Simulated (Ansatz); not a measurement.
`[SiH3][GeH2][SiH2]Cl` + `C=O` → `O=[CH][GeH2][SiH3]` + `[SiH3]Cl`  (formal exchange of groups at a Ge–Si bond)

Program: Ansatz. Geometries: PBE0-D4/def2-TZVP. ΔE: electronic, gas phase. CBS: MP2 limit from def2 TZ/QZ plus the TZ coupled-cluster correction, frozen cores. This one scheme is used for every species. DFT in def2-TZVPP. For Ge outer-core shells are correlated without core-valence functions, which leaves a few kJ/mol of doubt a bond. Scalar relativity is left out up to krypton. Each species was taken in one conformer, which may not be the lowest.

```tsv
level	ΔE (kJ/mol)
r2SCAN-D4	40.2
PBE0-D4	48.0
HF/def2-TZVPP	36.6
SCS-MP2/def2-TZVPP	39.2
CCSD(T)/def2-TZVPP	41.8
HF/def2-QZVPP	35.8
HF/CBS(def2)	35.7
CCSD/CBS(def2)	45.1
```

**Question.** What does CCSD(T)/CBS give? (Estimate.)

**Answer.** Computed: +44.8 kJ/mol. The listed levels differ from it by -4.6, 3.2, -8.2, -5.6, -3.0, -9.0, -9.1, 0.3 kJ/mol.

Largest T1 diagnostic among the species: 0.015.

In def2-TZVPP, CCSD(T) changes the Hartree–Fock value by +5.2 kJ/mol (the triples alone add −0.3 kJ/mol) and MP2 by +6.3 kJ/mol. From PBE to PBE0 (25 % exact exchange), in def2-TZVPP and without D4, ΔE moves by +4.7 kJ/mol. The D4 term adds +7.0 kJ/mol with B3LYP and +4.1 kJ/mol with PBE0; it sums over pairs of atoms, weighted by their polarisabilities, and B3LYP, whose exchange is more repulsive, gets the larger term.

CCSD(T)/CBS has its own doubt, a few kJ/mol and more with outer-core shells, so smaller differences from it don't rank the levels.

B3LYP here is the variant with VWN-RPA as its local correlation; programs differ in this.
